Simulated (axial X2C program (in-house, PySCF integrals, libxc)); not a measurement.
Potential curves of TaSi, 2c

All values were computed with an axial X2C code built on PySCF integrals. Two-component (2c) means X2C with spin–orbit coupling and atomic mean-field two-electron Coulomb and Gaunt terms. Basis: Ta dyall-cv3z [13s14p9d7f4g], Si dyall-v3z [8s7p2d1f] (cores contracted in-house); Gaussian nuclei, density fitting, unrestricted open shells. Masses: Ta 180.948 u, Si 27.977 u.

State: Ω = 1/2 (⟨Sz⟩ = 1.61, ⟨Lz⟩ = -1.11 at HF). Energies in eV from the lowest point of each curve. Fits are polynomials in 1 − R0/R over 0.85 to 1.23 times the lowest point R0.

```csv
R (Å),HF
2.0193,1.4492
2.1121,0.7256
2.1817,0.3805
2.2514,0.1633
2.3210,0.0451
2.4022,0.0000
2.4835,0.0269
2.5879,0.1301
```

One determinant describes the state; a PBE0 search over occupations chose it and may have missed a lower one. With several unpaired electrons one determinant need not be a pure state. Some points did not converge and are left out. The determinant is spin-polarised beyond a pure state at some levels (its spin-free form has ⟨S²⟩ too high), which makes Re and μ there less reliable. The lowest spin-free determinant has another configuration (M_S = 5/2, Λ = 0), so the order of states is uncertain and this need not be the ground state.

Task: Fit the HF curve near its minimum: give the equilibrium distance and the harmonic wavenumber.

Result: At HF, 2c: Re = 2.408 Å, ωe ≈ 344 cm⁻¹; Be follows as 0.12 cm⁻¹.
